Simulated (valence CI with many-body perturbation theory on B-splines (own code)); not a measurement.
# Os3+: E2, M1 decay

Level of theory: valence CI with perturbative core correlation (CI+MBPT): five valence electrons over a frozen Dirac-Fock core [Xe] 4f14, a basis of 7 s, 7 p, 8 d, 6 f, 4 g, 1 h functions for each j, with the one-electron correlation potential Σ1, the two-electron term Σ2, the three-electron term Σ3, Breit, model QED; selected CI, second order for the rest, scaled by the run's own slope (own B-spline code, finite nucleus).

No measured levels were compared; by estimate terms of the open shell hold to 2 to 4 % of their energy, and close levels can change places; different configurations can be misplaced against each other by 1,000 to 8,000 cm⁻¹. Core correlation moves these levels by up to 13000 cm⁻¹, and in measured spectra 5 to 20 % of such shifts remained as error; rates that hang on mixing are uncertain with them. Among the levels kept, up to 1600 cm⁻¹ of a level comes from second order outside the variational space, and about a tenth of that is noise between levels of different J, which matters for small intervals. Only levels of the ground parity were solved; by the run's estimate the other parity begins above the list, which can be wrong where configurations are misplaced.

Lines 1 to 50 of 120 in falling wavelength, among levels below 72230 cm⁻¹, chosen from the decays that carry over 1 % of a level's rate. Wavelengths and rates use the calculated energies, so an error of 2000 cm⁻¹ moves a line at 4363 nm by 87 % and its rate by three times that or more. Electric multipoles are in the length gauge, E1 and E2 with the static RPA response of the core. S is in atomic units (e²a₀⁴ for E2 and M2, e²a₀⁶ for E3), for M1 in squared Bohr magnetons. Weak lines are less certain than strong ones. Lines between different terms over intervals too small for the method are left out, as are lines whose strength nearly cancels. Intervals below about 2000 cm⁻¹, as at the head of this list, are uncertain by tens of per cent.

Names give the largest LS component (configuration and term), which can be under half, so a name can repeat, a term be missing and a line seem to break the LS rules; names also repeat where a configuration has a term twice. Letters in brackets count levels of one name in rising energy.

```
λ vac (nm)           Upper           Lower  Type   A (s⁻¹)  S (a.u.)
     15830      5d5 4G_9/2     5d5 4G_11/2    M1  7.22e-03  1.06e+01
      8846     5d5 4G_11/2      5d5 4G_7/2    E2  6.25e-10  3.63e-02
      5675      5d5 4G_9/2      5d5 4G_7/2    M1  1.77e-01  1.20e+01
      4363      5d5 4P_1/2  5d5 4D_3/2 [a]    M1  6.08e-01  3.74e+00
      4108  5d5 4D_3/2 [b]      5d5 4D_5/2    M1  4.08e-01  4.19e+00
      3422     5d5 2I_13/2     5d5 2I_11/2    M1  2.36e-01  4.90e+00
      3051  5d5 2D_3/2 [a]      5d5 4F_5/2    M1  8.29e-01  3.49e+00
      2732      5d5 4F_7/2  5d5 2F_5/2 [b]    M1  4.42e-01  2.67e+00
      2493      5d5 4G_7/2  5d5 4G_5/2 [a]    M1  1.43e+00  6.55e+00
      2455      5d5 4D_7/2      5d5 4G_9/2    M1  5.21e-01  2.29e+00
      2162  5d5 4D_3/2 [a]  5d5 4G_5/2 [a]    M1  1.30e+00  1.96e+00
      2113      5d5 4D_7/2  5d5 4G_5/2 [b]    M1  1.81e+00  5.08e+00
      1958      5d5 4F_5/2      5d5 4F_3/2    M1  8.65e-01  1.44e+00
      1956  5d5 4G_5/2 [b]  5d5 4G_5/2 [a]    M1  4.59e+00  7.64e+00
      1946  5d5 2F_7/2 [a]      5d5 4D_5/2    M1  8.36e-02  1.83e-01
      1924  5d5 2F_7/2 [b]  5d5 2F_5/2 [a]    M1  1.05e+00  2.21e+00
      1803      5d5 4F_5/2  5d5 2F_7/2 [a]    M1  3.45e+00  4.49e+00
      1799      5d5 4F_7/2      5d5 2H_9/2    M1  1.13e+00  1.95e+00
      1721      5d5 2H_9/2  5d5 2G_9/2 [a]    M1  2.16e+00  4.08e+00
      1714      5d5 4D_7/2      5d5 4G_7/2    M1  1.86e+00  2.77e+00
      1693      5d5 4D_1/2      5d5 4P_1/2    M1  6.38e+00  2.29e+00
      1543  5d5 2F_5/2 [a]      5d5 4D_5/2    M1  6.17e-01  5.04e-01
      1537      5d5 2H_9/2  5d5 2F_7/2 [a]    M1  7.29e-01  9.81e-01
      1534      5d5 4F_7/2      5d5 4F_5/2    M1  1.67e+00  1.79e+00
      1529  5d5 2F_7/2 [b]  5d5 2F_7/2 [a]    M1  1.41e+00  1.49e+00
      1463  5d5 2F_7/2 [a]      5d5 4D_7/2    M1  1.87e-01  1.74e-01
      1446      5d5 4D_5/2  5d5 4D_3/2 [a]    M1  7.70e-01  5.18e-01
      1416  5d5 2F_5/2 [b]  5d5 2F_5/2 [a]    M1  1.65e+00  1.04e+00
      1337  5d5 2D_3/2 [a]  5d5 2F_5/2 [a]    M1  5.81e-01  2.06e-01
      1328      5d5 4D_5/2      5d5 4G_7/2    M1  2.88e+00  1.50e+00
      1327  5d5 2G_9/2 [a]      5d5 4D_7/2    M1  1.42e+00  1.23e+00
      1255  5d5 2F_5/2 [b]      5d5 4F_3/2    M1  4.31e+00  1.90e+00
      1223  5d5 2F_5/2 [a]      5d5 4D_7/2    M1  1.93e+00  7.84e-01
      1220      5d5 4D_1/2  5d5 4D_3/2 [a]    M1  3.59e+00  4.84e-01
      1212      5d5 4F_5/2  5d5 4D_3/2 [b]    M1  1.74e+00  6.89e-01
      1211  5d5 2F_7/2 [c]  5d5 2F_5/2 [a]    M1  1.00e+00  5.29e-01
      1193  5d5 2D_3/2 [a]      5d5 4F_3/2    M1  3.70e+00  9.30e-01
      1162      5d5 2H_9/2     5d5 2I_11/2    M1  6.51e-01  3.79e-01
      1135     5d5 2I_11/2      5d5 4G_9/2    M1  1.46e+00  9.46e-01
      1128  5d5 4D_3/2 [b]  5d5 4G_5/2 [b]    M1  9.33e-01  1.99e-01
      1123  5d5 2F_7/2 [c]  5d5 2G_9/2 [a]    M1  1.75e+00  7.38e-01
      1069  5d5 4D_3/2 [b]  5d5 4D_3/2 [a]    M1  3.90e+00  7.07e-01
      1059     5d5 2I_11/2     5d5 4G_11/2    M1  5.82e+00  3.07e+00
      1042  5d5 2F_7/2 [c]  5d5 2F_7/2 [a]    M1  1.94e+00  6.51e-01
      1016      5d5 4D_7/2  5d5 4G_5/2 [a]    M1  9.19e-02  2.86e-02
     980.0      5d5 4F_3/2      5d5 4P_1/2    M1  1.87e+00  2.61e-01
     935.8      5d5 4F_5/2      5d5 4D_5/2    M1  8.80e+00  1.60e+00
     932.7      5d5 4F_7/2  5d5 2F_5/2 [a]    M1  3.58e+00  8.61e-01
     916.7  5d5 2F_7/2 [a]      5d5 4G_9/2    M1  3.20e+00  7.31e-01
     900.1  5d5 2F_5/2 [b]  5d5 4D_3/2 [b]    M1  1.30e+00  2.11e-01
```
